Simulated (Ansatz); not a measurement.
SnOCl₂, SMILES [O]=[Sn]([Cl])[Cl].

Geometry: B3LYP-D3(BJ)/def2-SVP. The def2 effective core potentials stand for the cores of Sn; spin–orbit coupling is left out.

Two levels are set side by side: PBE/def2-SVPD (Ansatz, a quantum-chemistry and plane-wave program) and PBE0/def2-SVPD (Ansatz). Energy differences of separate SCF runs at the same geometry; the states with an electron removed or added have multiplicity 2 and 2. Differences are taken from unrounded values.

```
quantity                            PBE0    PBE  PBE minus PBE0
---------------------------------  -----  -----  --------------
vertical ionisation energy (eV)    10.34  10.49            0.15
vertical electron affinity (eV)     2.29   2.24           -0.05
vertical singlet–triplet gap (eV)   2.08   2.36            0.28
```
